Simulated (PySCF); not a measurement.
**Shapes and spin states of [RuCl2]+**

Computed with PBE0/[Ru def2-SVP with ECP28, Cl def2-SVP], scalar-relativistic core potentials, density fitting, no spin–orbit coupling, PySCF.

Relaxations began from a few typed shapes and spin states; open shells are unrestricted. The search is not exhaustive: other isomers or separated fragments can lie lower, and high-lying points may rest on an excited occupation.

```json
{"spin": "sextet", "group": "C2v", "bonds": "Ru–Cl 2.205 Å (×2)", "angles": "Cl–Ru–Cl 140.0°", "imaginary modes (cm⁻¹)": "none", "ΔE (kJ/mol)": "0.0", "ΔE with ZPE (kJ/mol)": "0.0"}
{"spin": "sextet", "group": "D∞h", "bonds": "Ru–Cl 2.214 Å (×2)", "angles": "Cl–Ru–Cl 180.0°", "imaginary modes (cm⁻¹)": "64i, 64i", "ΔE (kJ/mol)": "6.3", "ΔE with ZPE (kJ/mol)": "–"}
{"spin": "quartet", "group": "C2v", "bonds": "Ru–Cl 2.147 Å (×2)", "angles": "Cl–Ru–Cl 110.5°", "imaginary modes (cm⁻¹)": "none", "ΔE (kJ/mol)": "14.0", "ΔE with ZPE (kJ/mol)": "14.5"}
{"spin": "quartet", "group": "C2v", "bonds": "Ru–Cl 2.142 Å (×2)", "angles": "Cl–Ru–Cl 110.0°", "imaginary modes (cm⁻¹)": "none", "ΔE (kJ/mol)": "14.4", "ΔE with ZPE (kJ/mol)": "14.9"}
{"spin": "quartet", "group": "D∞h", "bonds": "Ru–Cl 2.180 Å (×2)", "angles": "Cl–Ru–Cl 180.0°", "imaginary modes (cm⁻¹)": "85i", "ΔE (kJ/mol)": "56.3", "ΔE with ZPE (kJ/mol)": "–"}
{"spin": "broken-symmetry Ms = 1/2 (⟨S²⟩ 1.76)", "group": "C2v", "bonds": "Ru–Cl 2.139 Å (×2)", "angles": "Cl–Ru–Cl 111.3°", "imaginary modes (cm⁻¹)": "none", "ΔE (kJ/mol)": "70.9", "ΔE with ZPE (kJ/mol)": "71.5"}
{"spin": "broken-symmetry Ms = 1/2 (⟨S²⟩ 1.60)", "group": "D∞h", "bonds": "Ru–Cl 2.155 Å (×2)", "angles": "Cl–Ru–Cl 180.0°", "imaginary modes (cm⁻¹)": "91i", "ΔE (kJ/mol)": "111.1", "ΔE with ZPE (kJ/mol)": "–"}
```

The lowest minimum found is the sextet C2v: Ru–Cl 2.205 Å (×2); Cl–Ru–Cl 140.0°.

Formally Ru is in oxidation state +3, d5, with 5 unpaired electrons (the high-spin count). The Mulliken spin on Ru is 3.91. The polar-tensor charge on Ru, 1.40, is far below the formal one.

For the lowest minimum: with open d or f shells other occupations or spin states may lie lower.

The electron or spin density has lower symmetry than the nuclear frame for the quartet D∞h at 56.3 kJ/mol, broken-symmetry Ms = 1/2 (⟨S²⟩ 1.60) D∞h at 111.1 kJ/mol.
